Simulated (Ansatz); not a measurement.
ClFGe$_{2}$H$_{4}$O (`[OH][Ge]([F])([Cl])[GeH3]`), relaxed with RKS PBE0-D4/def2-TZVP in the Gaussian-basis code of Ansatz from a PBE-D4/def2-SVP geometry. The force threshold is 0.005 eV/Å; the program also tests the step.

The species carries charge 0 and has multiplicity 1.

Start:

```xyz
9

O     1.783   -0.964    0.540
Ge    0.590    0.359    0.477
F     0.212    0.806    2.138
Cl    1.528    2.145   -0.350
Ge   -1.393   -0.325   -0.749
H     2.630   -0.667    0.929
H    -0.965   -0.638   -2.200
H    -1.999   -1.573   -0.068
H    -2.387    0.857   -0.718
```

```csv
step,energy (eV),largest force (eV/Å),largest move (Å)
1,-130371.1678,0.649,0.000
2,-130371.1981,0.452,0.061
3,-130371.2067,0.163,0.031
4,-130371.2080,0.103,0.009
5,-130371.2087,0.041,0.009
6,-130371.2088,0.037,0.004
7,-130371.2090,0.020,0.008
8,-130371.2090,0.001,0.003
```

End:

```xyz
9

O     1.771   -0.936    0.533
Ge    0.588    0.361    0.460
F     0.211    0.797    2.098
Cl    1.534    2.123   -0.325
Ge   -1.391   -0.323   -0.749
H     2.604   -0.671    0.935
H    -0.970   -0.637   -2.187
H    -1.969   -1.560   -0.058
H    -2.377    0.847   -0.708
```

Run time 31 s (2 threads of an AMD EPYC 7R13 on a shared host and a share of an NVIDIA H100 80 GB); peak host memory 0.9 GiB.
